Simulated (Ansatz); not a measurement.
Ansatz (an electronic-structure program) job for Al(Me)(F)2 (CH3AlF2), SMILES [CH3][Al]([F])[F], PBE/def2-SVPD. Geometry optimised at B3LYP-D3(BJ)/def2-SVP. The isomer is the one that the SMILES or the coordinates give; other isomers of the formula were not compared.

Ansatz 0.2 input:
```yaml
crystal:
  periodic: [false, false, false]
  atoms:
    - {symbol: Al, position_ang: [0.04967805, 0.04345463, 0.00029034]}
    - {symbol: C, position_ang: [-1.48152727, -1.13317637, -0.03825259]}
    - {symbol: H, position_ang: [-1.27416685, -2.01353333, -0.66948781]}
    - {symbol: H, position_ang: [-2.37902047, -0.63129983, -0.43083710]}
    - {symbol: H, position_ang: [-1.70753690, -1.50980426, 0.97315859]}
    - {symbol: F, position_ang: [-0.00491823, 1.60448592, -0.56450672]}
    - {symbol: F, position_ang: [1.51648190, -0.45017642, 0.60371866]}
basis:
  gaussian:
    orbitals: def2-SVPD
hamiltonian:
  xc: {name: PBE}
```

Log of the run:

```
Functional definition: PBE
integrals: 0.04 GiB planned
960 factors; their error is unknown
mean field: 0.31 GiB planned
mean field evaluation 1: about -13092.2644 eV, gradient 7.6e1 eV
mean field evaluation 2: about -13062.3368 eV, gradient 1.4e2 eV
mean field evaluation 4: about -13103.7677 eV, gradient 9.8e0 eV
mean field evaluation 8: about -13103.9902 eV, gradient 4.5e-2 eV
mean field evaluation 16: about -13103.9364 eV, gradient 8.7e-5 eV
mean field -13103.93637748 eV, -481.5607797055 hartree, gradient 8.7e-5 eV, S^2 0.000000; 0 other end points of the search recorded, 0 dependent functions left out
reference -13103.93642551 eV, -481.5607814705 hartree; 20, 20 occupied and 94, 94 virtual orbitals, 960 factors
Total energy: -13103.93642551 eV, -481.5607814705 hartree
```

The calculation finished and met its thresholds.

Cost: about 1.8 core-seconds (a rough figure).
